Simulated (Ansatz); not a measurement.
Correlation energies of C₂H₅BO₃ (`CBOC(=O)O`) by basis set

```xyz
11

C    -0.637   -0.737   -1.793
B    -0.086    0.225   -0.709
O     0.021   -0.254    0.581
C     0.603    0.456    1.562
O     1.399    1.336    1.427
O     0.165   -0.013    2.730
H    -0.889   -1.731   -1.421
H    -1.522   -0.297   -2.268
H     0.098   -0.835   -2.600
H     0.228    1.357   -0.922
H     0.620    0.492    3.414
```

Total charge 0; spin multiplicity 1. All single points use the PBE0-D4/def2-TZVP geometry. It is one conformer, not always the lowest. Frozen core, restricted reference, Ansatz 0.2.0. CBS rows extrapolate triple and quadruple zeta; past MP2 they add the triple-zeta difference.

```json
{"basis": "def2-TZVPP", "HF (Eh)": "-328.14108", "MP2 corr.": "-1.11829"}
{"basis": "def2-QZVPP", "HF (Eh)": "-328.15613", "MP2 corr.": "-1.20266"}
```

Estimate the CCSD correlation energy and the (T) correction in each basis where they were run (hartree).


```tsv
basis	CCSD corr.	(T)
def2-TZVPP	-1.14243	-0.04591
CBS(def2)	-1.28930	as TZ
```
